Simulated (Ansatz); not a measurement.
Start from `[AlH2][NH][SiH2]O[SiH3]` and change one atom or group to get `[SiH3]O[SiH2]Br`.

Ansatz, PBE0-D4/def2-TZVP geometries, multiplicity 1. Each molecule was computed in one conformer, which needn't be the lowest.

Scalar relativity is left out up to krypton.

```
                                          property  `[AlH2][NH][SiH2]O[SiH3]`
               LUMO energy (B3LYP/def2-TZVPP) / eV                      -1.22
                 HOMO energy (PBE/def2-TZVPP) / eV                      -6.85
              HOMO–LUMO gap (PBE0/def2-TZVPP) / eV                       7.14
             LUMO energy (ωB97M-V/def2-TZVPP) / eV                       0.57
             HOMO–LUMO gap (B3LYP/def2-TZVPP) / eV                       6.68
size of the dipole moment (ωB97M-V/def2-TZVPP) / D                       1.17
```

Question: What does the change do to each property? (Estimate.)

Answer: The calculation gave: 
```tsv
property	`[SiH3]O[SiH2]Br`	shift
LUMO energy (B3LYP/def2-TZVPP) / eV	-0.39	0.83
HOMO energy (PBE/def2-TZVPP) / eV	-7.14	-0.29
HOMO–LUMO gap (PBE0/def2-TZVPP) / eV	8.23	1.09
LUMO energy (ωB97M-V/def2-TZVPP) / eV	1.52	0.95
HOMO–LUMO gap (B3LYP/def2-TZVPP) / eV	7.79	1.11
size of the dipole moment (ωB97M-V/def2-TZVPP) / D	1.06	-0.11
```

With PBE0 the HOMO falls by 0.27 eV and the LUMO rises by 0.83 eV, so the gap widens by about 1.10 eV. PBE moves the HOMO by -0.29 eV and ωB97M-V by -0.14 eV. Dipoles are sizes alone; their direction can turn.

B3LYP here is the variant with VWN-RPA as its local correlation; programs differ in this.

Spin–orbit coupling is left out; it splits and shifts lone-pair levels of the heavy atoms by tenths of an eV.
